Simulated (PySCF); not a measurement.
C₃H₇NOSi, SMILES N#CCCO[SiH3]. Coordinates come from a B3LYP-D3(BJ)/def2-SVP optimisation. One conformer was computed; it need not be the lowest.

Computed equilibrium geometry at B3LYP-D3(BJ)/def2-SVP (PySCF confirms it by a frequency run) as a Z-matrix, and its point group (one conformer of several):
point group Cs.
```
C
O 1 1.4060
H 1 1.1067 2 111.40
H 1 1.1067 3 107.27 2 122.15
C 1 1.5327 3 109.53 4 118.79
H 5 1.1019 1 109.16 3 62.95
H 5 1.1019 6 107.05 1 -118.04
C 5 1.4614 6 109.43 7 -118.49
N 8 1.1583 6 151.21 5 177.10
Si 2 1.6743 1 124.49 3 59.87
H 10 1.4834 2 106.12 1 180.00
H 10 1.4934 11 110.56 2 -119.79
H 10 1.4934 11 110.56 12 -120.42
```
Charge 0, spin multiplicity 1.
